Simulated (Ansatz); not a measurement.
Cost and result for the atomization energy of CH$_{5}$AlSe, SMILES `C[Se][AlH2]` (8 atoms, 7 bonds).

Z-matrix (Å, degrees):
```
C
Se 1 1.964
H 1 1.088 2 108.2
H 1 1.088 2 108.2 3 119.2
H 1 1.088 2 110.5 3 -120.4
Al 2 2.299 1 99.2 3 120.0
H 6 1.585 2 117.3 1 0.1
H 6 1.581 2 118.0 1 -179.9
```

Total charge 0; spin multiplicity 1. Correlated methods include outer-core shells of Se, which these sets cover unevenly. Scalar relativity is left out up to krypton. The structure was optimised at the PBE0-D4/def2-TZVP level. Program: Ansatz. Hardware: A = 2 threads of a server CPU on a shared host; B = 2 threads of an AMD EPYC 7R13 on a shared host and a share of an NVIDIA H100 80 GB. Times are those of one run each, without the atoms' runs, and a repeat can differ threefold. Electronic energies, without spin–orbit coupling; frozen cores. CCSD(T)/CBS adds CCSD(T) − MP2 in def2-TZVPP to the MP2 limit, and its time is that of the two runs behind it. T1 = 0.010. With those shells the extrapolation isn't a true limit. B3LYP takes the VWN-RPA correlation (the form of Gaussian; ORCA's B3LYP/G).

CCSD(T)/CBS is a level of theory with its own doubt, some kJ/mol a heavy atom from the limit and from the frozen cores, so smaller differences don't rank the functionals.

```tsv
level	functions	atomization (kcal/mol)	difference from CCSD(T)/CBS	per bond
B3LYP-D4/def2-TZVPP (with forces) [A]	191	585.9	-4.0	-0.6
CCSD(T)/def2-TZVPP [B]	191	574.9	-15.0	-2.1
r2SCAN-D4/def2-TZVPP (with forces) [A]	191	589.2	-0.7	-0.1
LDA (SPW92)/def2-TZVPP [A]	191	656.9	67.0	9.6
ωB97M-V/def2-TZVPP (with forces) [A]	191	586.1	-3.8	-0.5
r2SCANh-D4/def2-TZVPP [A]	191	586.7	-3.2	-0.5
revPBE-D4/def2-TZVPP [A]	191	578.0	-11.9	-1.7
CCSD(T)/def2-SVP [A]	89	554.7	-35.2	-5.0
CCSD(T)/CBS(def2)	–	589.9	0.0	0.0
PBE-D4/def2-TZVPP (with forces) [A]	191	588.7	-1.2	-0.2
PBE-QIDH/def2-TZVPP [A]	191	582.2	-7.7	-1.1
B97M-V/def2-TZVPP [A]	191	593.1	3.2	0.5
CCSD(T)/def2-QZVPP [B]	366	583.2	-6.7	-1.0
```

(1) Order the runs by time, with rough figures. (Best estimate.)

Answers

(1) Ansatz gave: LDA (SPW92)/def2-TZVPP [A] 1.1 s; revPBE-D4/def2-TZVPP [A] 1.6 s; PBE-D4/def2-TZVPP (with forces) [A] 2.1 s; CCSD(T)/def2-SVP [A] 2.8 s; CCSD(T)/def2-TZVPP [B] 3.3 s; r2SCAN-D4/def2-TZVPP (with forces) [A] 3.4 s; B3LYP-D4/def2-TZVPP (with forces) [A] 3.7 s; r2SCANh-D4/def2-TZVPP [A] 4.2 s; PBE-QIDH/def2-TZVPP [A] 4.4 s; B97M-V/def2-TZVPP [A] 6.5 s; ωB97M-V/def2-TZVPP (with forces) [A] 9 s; CCSD(T)/def2-QZVPP [B] 15 s; CCSD(T)/CBS(def2) 18 s.

From r2SCAN to r2SCAN0 (25 % exact exchange), in def2-TZVPP and without D4, the atomization energy moves by −6.1 kcal/mol: exact exchange takes away binding that semilocal exchange gives to molecules. The D4 term adds +5.7 kcal/mol with B3LYP and +3.0 kcal/mol with PBE0; it sums over pairs of atoms, weighted by their polarisabilities, and B3LYP, whose exchange is more repulsive, gets the larger term. In def2-TZVPP, CCSD(T) changes the Hartree–Fock value by +136.6 kcal/mol (the triples alone add +7.2 kcal/mol) and MP2 by +137.8 kcal/mol; breaking electron pairs costs correlation energy, which Hartree–Fock lacks.
